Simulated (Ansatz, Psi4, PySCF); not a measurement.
C4H4N (SMILES [c-]1cc[nH]c1), charge -1, singlet, at a GFN2-xTB geometry (in this run its highest filled SCF level lies above zero, so its values depend strongly on the basis, on diffuse functions most of all). Base run: CCSD(T)/STO-3G in PySCF.

Input for PySCF:
```python
from pyscf import gto, scf, cc

mol = gto.M(
    atom='''
H    -0.02361208   -0.00903330    2.11033186
N    -0.01195216    0.01503237    1.09704447
C     0.01575145    1.13269334    0.24842767
C    -0.02097855   -1.08973227    0.28483805
C     0.02524534    0.80457479   -1.08776751
C     0.00064455   -0.64671222   -1.00864412
H     0.02635805    2.11162462    0.73353758
H    -0.04212282   -2.08743635    0.71986259
H    -0.00093481   -1.32532347   -1.86416783
''',
    basis='sto-3g',
    charge=-1,
    verbose=3,
)

mf = scf.RHF(mol)
mf.kernel()

mycc = cc.CCSD(mf)
mycc.kernel()
et = mycc.ccsd_t()
print('E(CCSD(T)) = %.10f' % (mycc.e_tot + et))
```

The same geometry, method and basis name were run in Ansatz (a quantum-chemistry and plane-wave program) and Psi4 and PySCF, at each program's defaults and at the settings that a row names. The base is PySCF at its defaults. Differences at the defaults can come from grids, fitting, cores and function types together.

```json
[
 {"code and settings": "PySCF, defaults (exact integrals, spherical functions, all electrons correlated)", "ΔE vs base (mEh)": "0.000", "basis functions": "29", "E (Eh)": "-205.72155", "SCF cycles": "11"},
 {"code and settings": "Psi4, defaults (exact integrals, spherical functions, all electrons correlated)", "ΔE vs base (mEh)": "0.000", "basis functions": "29", "E (Eh)": "-205.72155", "SCF cycles": "13"},
 {"code and settings": "Ansatz, defaults (factorised integrals, spherical functions, frozen core)", "ΔE vs base (mEh)": "1.753", "basis functions": "29", "E (Eh)": "-205.71979", "SCF cycles": "-"},
 {"code and settings": "PySCF, frozen core", "ΔE vs base (mEh)": "1.737", "basis functions": "29", "E (Eh)": "-205.71981", "SCF cycles": "11"},
 {"code and settings": "Psi4, exact integrals, spherical functions, frozen core", "ΔE vs base (mEh)": "1.737", "basis functions": "29", "E (Eh)": "-205.71981", "SCF cycles": "13"},
 {"code and settings": "Ansatz, high accuracy, frozen core", "ΔE vs base (mEh)": "1.738", "basis functions": "29", "E (Eh)": "-205.71981", "SCF cycles": "-"}
]
```
